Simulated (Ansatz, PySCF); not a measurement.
System: RbO, net charge 0, doublet state. 
Coordinates optimised at B3LYP-D3(BJ)/def2-TZVP (Ansatz, a first-principles code):
```
Rb
O 1 2.3531
```
Charge 0, spin multiplicity 2.

Total electronic energies in hartree. Correlated levels leave the core frozen unless marked. Open shells are spin-unrestricted. No spin-orbit coupling. The frozen core is the preceding noble-gas configuration, with the filled d and f shells of earlier blocks. The outer core of K, Ca and their heavier congeners is not correlated, a term that matters for these elements. In def2 rows, elements after Kr have scalar-relativistic effective core potentials. STO-3G rows are all-electron and non-relativistic. Basis-set limits of correlation are two-point, X^-3; Hartree-Fock from the larger set. [CCSD(T)-MP2]/basis is that difference in the basis named. The program attaches cautions to a run behind CCSD/STO-3G: other roots.

| level | program | energy (Eh) |
|---|---|---|
| PW6B95-D3(BJ)/def2-TZVPD | PySCF + dftd3 | -99.35676 |
| CAM-B3LYP/def2-TZVPD | PySCF | -99.23619 |
| B2PLYP-D3(BJ)/def2-TZVPD | Ansatz + dftd3 | -99.12922 |
| MP2/def2-QZVPP | Ansatz | -98.88009 |
| CCSD/STO-3G | Ansatz | -2981.43490 |
| CCSD(T)/def2-QZVPPD | Ansatz | -98.89639 |
| RI-MP2/CBS(def2-TZVPPD,def2-QZVPPD)+[CCSD(T)-MP2]/def2-SVPD | Ansatz | -98.9091 |
| CCSD(T)/CBS(def2-TZVPP,def2-QZVPP) | Ansatz | -98.9100 |
| CCSD(T)/CBS(def2-TZVPPD,def2-QZVPPD) | Ansatz | -98.9087 |

Totals of different functionals don't rank their quality; only differences between species are comparable.
